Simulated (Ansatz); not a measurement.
Geometry optimisation, RKS B3LYP/def2-SVP in Ansatz 0.2.0.

Input file:

```yaml
crystal:
  periodic: [false, false, false]
  atoms:
    - { symbol: Ti, position_ang: [-0.148521, -0.155299, 0.004287] }
    - { symbol: Cl, position_ang: [-0.417297, -0.271, 2.318797] }
    - { symbol: O, position_ang: [1.544443, -0.197421, -0.470992] }
    - { symbol: H, position_ang: [2.036534, -0.856603, -0.981579] }
    - { symbol: Cl, position_ang: [-1.304326, 1.37757, -1.0467] }
    - { symbol: F, position_ang: [-0.773503, -1.657645, -0.578607] }
    - { symbol: O, position_ang: [1.171558, 2.356182, 1.272188] }
    - { symbol: H, position_ang: [2.067179, 1.990782, 1.214034] }
    - { symbol: H, position_ang: [0.827032, 1.968934, 2.110871] }
basis:
  gaussian: { orbitals: def2-SVP }
hamiltonian:
  xc: b3lyp
relax:
  f_tol: 0.03
  max_steps: 50
```

Command:

```bash
$ ansatz run input.yaml --threads 4 --pin off --max-ram 5120MiB --backend cpu --events-out ev --progress --plain --runs-dir out
```

Task: Where does it end, and by what steps?

Result: It converged. After 10 steps the energy has fallen by 0.400 eV; O7 moved furthest, 0.51 Å. Joined: Ti1–O7 (3.11 → 2.29 Å).

```tsv
step	energy less start (eV)	largest force component (eV/Å)	accepted
0	0.0000	1.288	yes
1	-0.1262	1.074	yes
2	-0.2667	1.322	yes
3	-0.3321	1.079	yes
4	-0.3766	0.440	yes
5	-0.3873	0.270	yes
6	-0.3938	0.206	yes
7	-0.3969	0.110	yes
8	-0.3985	0.158	yes
9	-0.4000	0.065	yes
10	-0.4002	0.030	yes
```

```xyz
9
Properties=species:S:1:pos:R:3
Ti -0.035 0.082 0.181
Cl -0.554 -0.291 2.343
O 1.685 -0.062 -0.332
H 1.957 -0.795 -0.907
Cl -1.275 1.479 -1.000
F -0.552 -1.447 -0.476
O 0.960 1.922 1.107
H 1.893 1.835 0.854
H 0.923 1.832 2.072
```

Whether the end is a true minimum wasn't checked by a vibrational analysis.

The run took 36 s on 4 threads of Arm Neoverse V1 (shared host), peak memory 0.36 GiB.
